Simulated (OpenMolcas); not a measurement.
Ir⁺.

* Program: OpenMolcas
* Method: CASSCF
* Basis: ANO-R3 [9s7p6d4f2g2h]
* Scalar Hamiltonian: X2C, finite nucleus
* Active space: 8 electrons in 6 orbitals (5d 6s)
* State averaging: 2S+1 = 5 even, 15 roots; 2S+1 = 3 even, 75 roots kept (CI in the orbitals of an earlier block); 2S+1 = 1 even, 49 roots kept (CI in the orbitals of an earlier block)
* Spin-orbit coupling: state interaction with AMFI integrals over the reference wave functions, term energies averaged over their components

Levels without dynamic correlation, in cm-1 above 5d7 6s 5F5:

```csv
Level,E
5d7 6s 5P3,17309
5d7 6s 3G5 [67 %],20677
5d7 6s 3H6,26541
```

On this reference, MS-CASPT2, IPEA 0.25 Eh, imaginary shift 0.1 Eh (closed shells correlated: 5s 5p) puts 5d7 6s 5P3 at 14210 cm-1.

Task: Estimate the other levels at that method by one scale factor, and say how well it serves.

Result: The factor is 14210 / 17309 = 0.821. Scaled values beside those that MS-CASPT2 gives and measured ones (NIST Handbook of Basic Atomic Spectroscopic Data):
```csv
Level,Scaled,MS-CASPT2,Miss (%),Measured
5d7 6s 3G5 [67 %],16976,18010,-5.7,17478
5d7 6s 3H6,21790,23130,-5.8,
```
For these levels the scaled values miss MS-CASPT2 by up to 5.8 %, as correlation changes each term by its own factor, spin-orbit parts do not scale and CASPT2 has its own spread within terms. This holds within one configuration; levels of others move differently, and the target method has errors of its own against measurement.

CASPT2 breaks the degeneracy within a term, and the mean is taken; among the terms shown or strongly mixed into the levels shown the widest spread is 1200 cm-1 (5d7 6s 5F, MS-CASPT2). Terms from blocks run as CI alone lack orbitals of their own. Configurations are named by rounded mean occupations; where the s occupation lies near a half they are strongly mixed, a name can repeat and a true partner stay unpaired. Without dynamic correlation excited terms often stand tens of per cent too high (terms of higher spin than the ground term too low), and those without a measured partner can miss by more than the paired ones (holds for CASSCF). Blocks of more than 70 roots (2S+1 = 3 even) ran without multistate coupling (holds for MS-CASPT2). Measured partners are found by configuration, term and J. A level has none where our copy of the source lacks it or the pairing is in doubt (some pairs that miss far off the trend of their configuration count as doubtful), and it then counts in no deviation. Only configurations of the active space appear.

A share in square brackets marks a mixed level and gives the weight of the term that names it, the lowest over the columns.
